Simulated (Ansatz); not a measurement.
C12H28O3Sn⁺, that is SnH(OtBu)3 with one electron fewer. Total charge 1; doublet. Geometry PBE-D4/def2-SVP; atoms count from 1.

```xyz
44

Sn   -1.255   -0.393   -0.275
H    -2.861   -0.883   -0.632
O    -0.960   -0.446    1.731
C    -0.844    0.717    2.577
C    -2.163    1.522    2.458
C    -0.678    0.162    3.999
C     0.347    1.575    2.141
H    -2.139    2.380    3.158
H    -2.278    1.926    1.429
H    -3.033    0.884    2.710
H    -1.538   -0.481    4.268
H    -0.615    0.994    4.727
H     0.250   -0.438    4.071
H     0.209    1.959    1.106
H     1.287    0.989    2.181
H     0.451    2.454    2.807
O    -0.985    1.497   -0.968
C    -0.147    1.862   -2.081
C    -0.714    1.158   -3.344
C    -0.287    3.385   -2.209
C     1.298    1.423   -1.833
H    -0.141    1.484   -4.235
H    -0.606    0.056   -3.252
H    -1.779    1.421   -3.492
H    -1.347    3.669   -2.355
H     0.301    3.750   -3.074
H     0.089    3.882   -1.293
H     1.373    0.318   -1.736
H     1.695    1.889   -0.909
H     1.942    1.724   -2.683
O     0.046   -1.648   -1.198
C     0.876   -2.615   -0.523
C    -0.059   -3.596    0.232
C     1.634   -3.344   -1.640
C     1.816   -1.913    0.462
H     0.545   -4.400    0.696
H    -0.601   -3.066    1.045
H    -0.785   -4.057   -0.466
H     0.926   -3.812   -2.350
H     2.279   -4.135   -1.210
H     2.276   -2.633   -2.197
H     1.247   -1.380    1.255
H     2.461   -1.183   -0.066
H     2.466   -2.656    0.966
```

In the def2 sets Sn takes a core potential; there is no spin–orbit coupling. Single mean-field runs in def2-TZVP are fitted with def2-universal-jkfit.

Estimate the Mulliken populations of the heavy atoms from the PBE0/def2-TZVP orbitals of Ansatz.


```csv
atom,charge (e),spin (α − β)
Sn1,1.06,-0.07
O3,-0.45,0.20
C4,0.14,0.00
C5,-0.38,0.05
C6,-0.34,0.01
C7,-0.39,0.02
O17,-0.43,0.26
C18,0.13,0.00
C19,-0.38,0.06
C20,-0.34,0.01
C21,-0.39,0.02
O31,-0.44,0.23
C32,0.14,0.00
C33,-0.39,0.05
C34,-0.34,0.01
C35,-0.40,0.02
```
Mulliken values depend strongly on the basis.

Where does the spin sit?

Summed by element: Sn -0.07, H 0.12, O 0.68, C 0.27, of 1 unpaired in all. Largest on single atoms: O17 0.26, O31 0.23, O3 0.20.

And the Mayer bond orders between heavy atoms (over 0.3)?

Sn1–O3 0.80 (2.03 Å); Sn1–O17 0.77 (2.03 Å); Sn1–O31 0.79 (2.03 Å); O3–C4 0.88 (1.44 Å); C4–C5 0.94 (1.55 Å); C4–C6 0.98 (1.53 Å); C4–C7 0.99 (1.53 Å); O17–C18 0.89 (1.44 Å); C18–C19 0.93 (1.55 Å); C18–C20 0.98 (1.54 Å); C18–C21 0.99 (1.53 Å); O31–C32 0.88 (1.44 Å); C32–C33 0.94 (1.55 Å); C32–C34 0.98 (1.53 Å); C32–C35 0.99 (1.53 Å).
